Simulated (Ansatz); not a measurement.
Cost and result up the ladder for BiH₂Cl (4 atoms). Charge 0, multiplicity 1. Geometry: PBE0-D4/def2-TZVP.

```csv
atom,x (Å),y (Å),z (Å)
Bi1,0.062,-0.349,-0.761
H2,0.920,-1.103,0.619
H3,-1.480,-0.484,0.141
Cl4,0.498,1.936,0.001
```

Ansatz on 4 threads of Arm Neoverse V2 on a shared host. Times are rough, and most runs start from the orbitals of an earlier one. CAM-B3LYP-D4/def2-TZVP serves as the yardstick here, not as an exact answer. Differences are given only for rows in sets of like size (and for xTB, whose basis is part of the method), since another set adds its own error. Binding counts from free atoms at the same level (Bi quartet, H doublet, Cl doublet; other spins of the atoms weren't run), without zero-point energy or a counterpoise term.

In the def2 sets Bi takes a core potential; there is no spin–orbit coupling. LC-ωPBE has ω = 0.4 bohr⁻¹. HSE06 is defined as in plane-wave codes, on full-range PBE exchange. Correlated methods freeze 9 core orbitals; core or outer-core shells of Bi are correlated, in sets that lack core-valence functions.

Correlated methods converge slowly with the basis.

```json
{"level": "PBE-D4/def2-SVP", "functions": "54", "wall time": "0.3 s", "binding energy per atom (eV)": "2.08", "difference from CAM-B3LYP-D4/def2-TZVP (eV)": "–"}
{"level": "revPBE-D4/def2-TZVP", "functions": "99", "wall time": "0.45 s", "binding energy per atom (eV)": "2.07", "difference from CAM-B3LYP-D4/def2-TZVP (eV)": "-0.01"}
{"level": "PBE0-D4/def2-SVP", "functions": "54", "wall time": "0.45 s", "binding energy per atom (eV)": "1.99", "difference from CAM-B3LYP-D4/def2-TZVP (eV)": "–"}
{"level": "PBE-D4/def2-TZVP", "functions": "99", "wall time": "0.5 s", "binding energy per atom (eV)": "2.13", "difference from CAM-B3LYP-D4/def2-TZVP (eV)": "0.05"}
{"level": "MP2/def2-TZVP", "functions": "99", "wall time": "0.5 s", "binding energy per atom (eV)": "1.85", "difference from CAM-B3LYP-D4/def2-TZVP (eV)": "-0.23"}
{"level": "BLYP-D4/def2-TZVP", "functions": "99", "wall time": "0.55 s", "binding energy per atom (eV)": "2.14", "difference from CAM-B3LYP-D4/def2-TZVP (eV)": "0.06"}
{"level": "HSE06-D4/def2-TZVP", "functions": "99", "wall time": "0.65 s", "binding energy per atom (eV)": "2.04", "difference from CAM-B3LYP-D4/def2-TZVP (eV)": "-0.04"}
{"level": "PBE0-D4/def2-TZVP", "functions": "99", "wall time": "0.75 s", "binding energy per atom (eV)": "2.04", "difference from CAM-B3LYP-D4/def2-TZVP (eV)": "-0.04"}
{"level": "LC-ωPBE/def2-TZVP", "functions": "99", "wall time": "0.75 s", "binding energy per atom (eV)": "1.95", "difference from CAM-B3LYP-D4/def2-TZVP (eV)": "-0.14"}
{"level": "CAM-B3LYP-D4/def2-TZVP (with forces)", "functions": "99", "wall time": "0.9 s", "binding energy per atom (eV)": "2.08", "difference from CAM-B3LYP-D4/def2-TZVP (eV)": "0.00"}
{"level": "r2SCAN-D4/def2-TZVP", "functions": "99", "wall time": "1.3 s", "binding energy per atom (eV)": "2.06", "difference from CAM-B3LYP-D4/def2-TZVP (eV)": "-0.02"}
{"level": "r2SCANh-D4/def2-TZVP", "functions": "99", "wall time": "1.4 s", "binding energy per atom (eV)": "2.03", "difference from CAM-B3LYP-D4/def2-TZVP (eV)": "-0.05"}
{"level": "B97M-V/def2-TZVP", "functions": "99", "wall time": "2 s", "binding energy per atom (eV)": "2.22", "difference from CAM-B3LYP-D4/def2-TZVP (eV)": "0.13"}
{"level": "CCSD(T)/def2-TZVPP", "functions": "120", "wall time": "6 s", "binding energy per atom (eV)": "1.98", "difference from CAM-B3LYP-D4/def2-TZVP (eV)": "-0.11"}
```
